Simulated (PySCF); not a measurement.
Species: cis-Zr(NH3)2F4 (singlet state).
Bonds: Zr1–N2, Zr1–F6, Zr1–N7, Zr1–F11, Zr1–F12, Zr1–F13. Hydrogens: H3, H4, H5 on N2; H8, H9, H10 on N7.

Computed with PySCF, PBE0-D3(BJ)/def2-SVP geometry optimisation, gas phase, def2 core potentials past Kr.

Q: How far are the bound atoms from Zr1?

A: 6 atoms: F6 1.931 Å, F11 1.931 Å, F13 1.946 Å, F12 1.949 Å, N7 2.453 Å, N2 2.456 Å. The nearest atom not counted as bound is H5, at 2.86 Å.

Q: List the angles at Zr1.

A: 
```
      angle  degrees  distance of the outer atoms (Å)
 N7–Zr1–F11    178.0                             4.38
  N2–Zr1–F6    177.8                             4.39
F12–Zr1–F13    138.8                             3.65
F11–Zr1–F13    103.4                             3.04
 F6–Zr1–F13    103.4                             3.04
 F6–Zr1–F12    103.1                             3.04
F11–Zr1–F12    103.1                             3.04
  N2–Zr1–N7    102.7                             3.83
 F6–Zr1–F11     98.5                             2.93
  F6–Zr1–N7     79.5                             2.83
 N2–Zr1–F11     79.3                             2.83
 N7–Zr1–F13     77.5                             2.78
 N2–Zr1–F13     77.5                             2.78
 N2–Zr1–F12     77.2                             2.78
 N7–Zr1–F12     77.1                             2.77
```

Q: Describe the arrangement about Zr1 in numbers.

A: The three widest angles are 178.0°, 177.8° and 138.8°, the others run from 77.1° to 103.4°. The Zr–F distances aren't all alike: 1.931 to 1.949 Å.

Q: What are the other bond lengths?

A: N2–H3 and 5 like bonds 1.020 Å.

Q: What are the rotational constants (commonest isotopes, rigid rotor)?

A: A = 1755, B = 1468, C = 1351 MHz: an asymmetric top.

Point group: near C2v, missed by 0.19 Å at most; the miss may be what the optimiser left on a soft mode. Charge 0, singlet. PBE0-D3(BJ)/def2-SVP frequencies: not computed here.
